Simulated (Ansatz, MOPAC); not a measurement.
Molecule: CH2F3Ge (charge 0, doublet). SMILES: [CH2][Ge]([F])([F])[F]

Atoms: C1, Ge2, F3, F4, F5, H6, H7. Bonds: C1-Ge2, C1-H6, C1-H7, Ge2-F3, Ge2-F4, Ge2-F5.

Bond lengths (Å) and angles (degrees) optimised at PM3 with MOPAC; B3LYP/LANL2DZ with Ansatz (an electronic-structure program); MP2/6-31G* with LANL2DZ past Ar with Ansatz, each started from the B3LYP-D3(BJ)/def2-TZVP structure (Ansatz) of the last column. A row stands for all coordinates that are equal there; 10 of 14 kinds are shown. 6-31G* holds six Cartesian d functions. No wavenumbers were computed at PM3, B3LYP/LANL2DZ, MP2/6-31G* with LANL2DZ past Ar, so these may be saddle points.

| coordinate | PM3 | B3LYP/LANL2DZ | MP2/6-31G* with LANL2DZ past Ar | B3LYP-D3(BJ)/def2-TZVP |
|---|---|---|---|---|
| C1-Ge2 | 1.898 | 1.901 | 1.895 | 1.897 |
| C1-H6 | 1.076 | 1.087 | 1.082 | 1.081 |
| Ge2-F3 | 1.713 | 1.748 | 1.688 | 1.722 |
| Ge2-F4 | 1.714 | 1.750 | 1.689 | 1.723 |
| Ge2-F5 | 1.713 | 1.748 | 1.688 | 1.721 |
| C1-Ge2-F3 | 113.4 | 111.7 | 111.0 | 112.6 |
| C1-Ge2-F4 | 113.2 | 114.8 | 113.8 | 114.2 |
| C1-Ge2-F5 | 113.4 | 111.7 | 111.0 | 112.3 |
| F3-Ge2-F4 | 105.3 | 105.3 | 106.4 | 105.0 |
| F3-Ge2-F5 | 105.5 | 107.5 | 107.8 | 106.8 |

Mean signed difference of all 6 bond lengths from B3LYP-D3(BJ)/def2-TZVP: PM3 -0.006 Å, B3LYP/LANL2DZ 0.016 Å, MP2/6-31G* with LANL2DZ past Ar -0.017 Å.
